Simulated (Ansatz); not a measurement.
This geometry of C2H8BNO (13 atoms, charge 0, multiplicity 1) is a first-order saddle point.

Computed with RKS BLYP-D4/def2-SVP (Ansatz 0.2.0).

```xyz
13
Properties=species:S:1:pos:R:3
B -1.067 1.950 0.641
N -0.633 0.692 1.074
C 0.493 -0.075 0.568
O 0.037 -1.299 0.001
C 0.554 -1.599 -1.286
H -2.048 2.441 1.157
H -0.440 2.518 -0.230
H -1.158 0.190 1.798
H 1.024 0.554 -0.177
H 1.200 -0.310 1.400
H 0.086 -2.547 -1.615
H 0.310 -0.807 -2.035
H 1.661 -1.742 -1.282
```

(1) Which two structures does it join? (They come from a converged band through this point; their orientation in space is the band's.)

(2) How far does it lie above each of them?

Answers

(1) No bond is made or broken. The dihedral H9–C3–O4–C5 goes from 65 to -51°.

First end point:

```xyz
13
Properties=species:S:1:pos:R:3
B -1.271 1.934 0.925
N -0.627 0.701 1.085
C 0.367 0.119 0.213
O -0.191 -1.017 -0.435
C 0.750 -1.712 -1.236
H -2.112 2.263 1.733
H -0.956 2.642 -0.010
H -0.901 0.075 1.849
H 0.687 0.893 -0.524
H 1.272 -0.192 0.797
H 0.232 -2.585 -1.676
H 1.148 -1.079 -2.066
H 1.623 -2.078 -0.640
```

Last end point:

```xyz
13
Properties=species:S:1:pos:R:3
B -0.769 1.770 0.520
N -0.371 0.530 1.035
C 0.826 -0.232 0.688
O 0.543 -1.458 0.038
C 0.045 -1.311 -1.289
H -1.816 2.255 0.895
H -0.050 2.327 -0.284
H -0.975 0.033 1.700
H 1.470 0.428 0.062
H 1.381 -0.517 1.606
H -0.096 -2.329 -1.698
H -0.930 -0.774 -1.320
H 0.764 -0.757 -1.938
```

(2) 1.7 kcal/mol above the first and 3.8 kcal/mol above the second. This is the barrier of this one path; another mechanism may lie lower.

Run time: 96 s on 2 threads of Arm Neoverse V1, on a shared host, peak memory 0.14 GiB.
